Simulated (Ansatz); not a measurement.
Reaction (ligand exchange at a B–O bond): `B[O][Ga]([Cl])[O][SiH3]` + `N=CCl` → `B/N=C\Cl` + `[OH][Ga]([Cl])[O][SiH3]`

Calculated with Ansatz (gas phase, PBE0-D4/def2-TZVP geometries, no zero-point term in ΔE). CCSD(T)/CBS adds triple-zeta CCSD(T) − MP2 to the extrapolated MP2 energy (def2 sets, frozen cores). This one scheme is used for every species. Functionals use def2-TZVPP. For Ga outer-core shells are correlated without core-valence functions, which leaves a few kJ/mol of doubt a bond. Scalar relativity is left out up to krypton. Each species was taken in one conformer, which may not be the lowest.

`B[O][Ga]([Cl])[O][SiH3]`:

```xyz
11

B    -0.619   -0.423   -2.031
O    -1.313    0.605   -1.505
Ga   -1.187    1.178    0.183
Cl   -2.542    2.661    0.813
O     0.016    0.565    1.298
Si    1.279   -0.475    1.411
H    -0.795   -0.687   -3.188
H     0.156   -1.060   -1.359
H     2.285   -0.202    0.350
H     1.906   -0.280    2.742
H     0.814   -1.881    1.286
```

`N=CCl`:

```xyz
5

N    -0.429    0.859   -0.246
C     0.083   -0.209    0.142
Cl   -0.054   -0.717    1.789
H    -0.251    1.000   -1.240
H     0.652   -0.933   -0.444
```

`B/N=C\Cl`:

Cartesian coordinates in Å:
```
B -0.443 -1.275 -0.205
N -0.124 0.033 -0.004
C 0.243 1.188 0.180
Cl 1.917 1.652 0.351
H -0.653 -1.967 0.748
H -0.520 -1.680 -1.327
H -0.419 2.049 0.257
```

`[OH][Ga]([Cl])[O][SiH3]`:

```xyz
9

O     1.505   -1.712    1.902
Ga    0.152   -0.864    1.151
Cl   -1.786   -1.028    1.980
O     0.430    0.117   -0.289
Si   -0.460    1.046   -1.306
H     2.334   -1.564    1.439
H    -1.465    0.222   -2.030
H    -1.174    2.118   -0.560
H     0.466    1.664   -2.288
```

| level | ΔE (kJ/mol) |
| --- | --- |
| ωB97X-V | 15.6 |
| B2PLYP | 8.0 |
| r2SCAN | -0.6 |
| PBE0 | 0.9 |
| CCSD/def2-TZVPP | 21.1 |
| MP2/def2-QZVPP | 12.4 |
| SCS-MP2/def2-QZVPP | 17.4 |
| HF/CBS(def2) | 33.0 |

(1) What does CCSD(T)/CBS give? (Best estimate.)

Largest T1 diagnostic among the species: 0.014.

Results:

(1) The calculation gave: +15.0 kJ/mol. The listed levels differ from it by 0.6, -7.0, -15.6, -14.1, 6.1, -2.6, 2.4, 18.0 kJ/mol.

The D4 term adds +3.3 kJ/mol with B3LYP and +1.9 kJ/mol with PBE0; it sums over pairs of atoms, weighted by their polarisabilities, and B3LYP, whose exchange is more repulsive, gets the larger term. In def2-TZVPP, CCSD(T) changes the Hartree–Fock value by −13.3 kJ/mol (the triples alone add −2.4 kJ/mol) and MP2 by −17.8 kJ/mol.

B3LYP here is the variant with VWN-RPA as its local correlation; programs differ in this.
